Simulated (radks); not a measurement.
Species: Cd4+. Configuration: [Kr] 4d8.

All-electron calculation, scalar-relativistic Kohn-Sham, LDA (Slater exchange, Perdew-Wang correlation), spin-polarised, spherical densities, finite nucleus; open shells are filled with parallel spins first (spin-orbit coupling, left out, can overturn this in heavy ions); Fermi nuclear charge, rms radius 4.6087 fm. Program: a radial shooting solver on a logarithmic mesh with Libxc functionals.

Energy parts (Ry):
part                        energy
total                 -11170.23262
kinetic                11620.35249
electron-nucleus      -26842.47934
Hartree                 4346.79664
exchange-correlation    -294.90241

Orbitals (lengths in bohr, moments of r in powers of bohr; <r^-3> diverges for s and p1/2; r(90%) holds 90 % of the orbital's charge):
| orbital | occ. | eigenvalue (Ry) | <r^4> | <r^-3> | r(90%) |
|---|---|---|---|---|---|
| 1s up | 1 | -1951.197 | 4.078e-06 | - | 0.0546 |
| 1s down | 1 | -1951.196 | 4.078e-06 | - | 0.0546 |
| 2s up | 1 | -293.2414 | 0.0007197 | - | 0.204 |
| 2s down | 1 | -293.2073 | 0.0007196 | - | 0.204 |
| 2p up | 3 | -263.7182 | 0.0005156 | 4063 | 0.187 |
| 2p down | 3 | -263.6911 | 0.0005156 | 4064 | 0.187 |
| 3s up | 1 | -57.91565 | 0.03323 | - | 0.528 |
| 3s down | 1 | -57.89198 | 0.03319 | - | 0.528 |
| 3p up | 3 | -48.23103 | 0.03535 | 735.4 | 0.538 |
| 3p down | 3 | -48.20541 | 0.03529 | 735.4 | 0.538 |
| 3d up | 5 | -33.02977 | 0.03318 | 100.9 | 0.529 |
| 3d down | 5 | -32.99600 | 0.03310 | 100.9 | 0.529 |
| 4s up | 1 | -11.77338 | 1.094 | - | 1.26 |
| 4s down | 1 | -11.65260 | 1.095 | - | 1.26 |
| 4p up | 3 | -8.88087 | 1.586 | 130.7 | 1.39 |
| 4p down | 3 | -8.75905 | 1.593 | 130.9 | 1.39 |
| 4d up | 5 | -4.66436 | 4.125 | 12.32 | 1.77 |
| 4d down | 3 | -4.54861 | 4.247 | 12.25 | 1.78 |
| 5s up | 0 | -3.29244 | 34.61 | - | 2.99 |
| 5s down | 0 | -3.23842 | 35.91 | - | 3.02 |
| 5p up | 0 | -2.59047 | 58.87 | 20.72 | 3.42 |
| 5p down | 0 | -2.54979 | 61.44 | 20.05 | 3.46 |

The highest occupied level is 4d down at -61.887 eV. The density falls to 0.001 e/bohr^3 at r = 2.85 bohr. The electron density at the nucleus is 1.63e+05 e/bohr^3 (large components only). Spin moment in Bohr magnetons: 2.
